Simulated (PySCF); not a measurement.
Input for PySCF: D3(BJ) and D4 dispersion corrections on C2H4F2 (SMILES FCCF), a point of a torsion scan.

```python
from pyscf import gto
from pyscf.dispersion import dftd3, dftd4

mol = gto.M(
    atom='''
    F     1.38918697    0.67386656   -0.81011198
    C     0.74629486   -0.14725344    0.07551827
    C    -0.76327716    0.02053084   -0.02922895
    F    -1.20123817   -0.29520073   -1.28636492
    H     1.08706291    0.11755621    1.08077381
    H     1.04248113   -1.17088768   -0.17750090
    H    -1.26756313   -0.64753773    0.67517922
    H    -1.05228212    1.06185940    0.14883659
    ''',
    basis='def2-svp',
    charge=0, spin=0, verbose=0, max_memory=1800)
d3, d4 = {}, {}
for xc in ['hf', 'pbe', 'blyp', 'revpbe', 'tpss', 'r2scan', 'b3lyp', 'pbe0', 'bhlyp', 'camb3lyp', 'b2plyp']:
    d3[xc] = float(dftd3.DFTD3Dispersion(mol, xc=xc, version='d3bj', atm=False).get_dispersion()['energy'])
    print(f'D3(BJ) {xc:10s} {d3[xc]:14.8f} Eh')
for xc in ['hf', 'pbe', 'blyp', 'revpbe', 'tpss', 'r2scan', 'b3lyp', 'pbe0', 'bhlyp', 'camb3lyp', 'b2plyp']:
    d4[xc] = float(dftd4.DFTD4Dispersion(mol, xc={'camb3lyp': 'cam-b3lyp'}.get(xc, xc), atm=True).get_dispersion()['energy'])
    print(f'D4     {xc:10s} {d4[xc]:14.8f} Eh')
```

Output:

```
D3(BJ) hf            -0.03301354 Eh
D3(BJ) pbe           -0.00365555 Eh
D3(BJ) blyp          -0.00753258 Eh
D3(BJ) revpbe        -0.00999630 Eh
D3(BJ) tpss          -0.00443571 Eh
D3(BJ) r2scan        -0.00092977 Eh
D3(BJ) b3lyp         -0.00606915 Eh
D3(BJ) pbe0          -0.00297315 Eh
D3(BJ) bhlyp         -0.00450005 Eh
D3(BJ) camb3lyp      -0.00244603 Eh
D3(BJ) b2plyp        -0.00262214 Eh
D4     hf            -0.01402855 Eh
D4     pbe           -0.00332182 Eh
D4     blyp          -0.00771879 Eh
D4     revpbe        -0.01301655 Eh
D4     tpss          -0.00451985 Eh
D4     r2scan        -0.00080714 Eh
D4     b3lyp         -0.00530229 Eh
D4     pbe0          -0.00272106 Eh
D4     bhlyp         -0.00342424 Eh
D4     camb3lyp      -0.00266131 Eh
D4     b2plyp        -0.00229791 Eh
```

The run finished.

Cost: roughly 0.06 core-seconds.
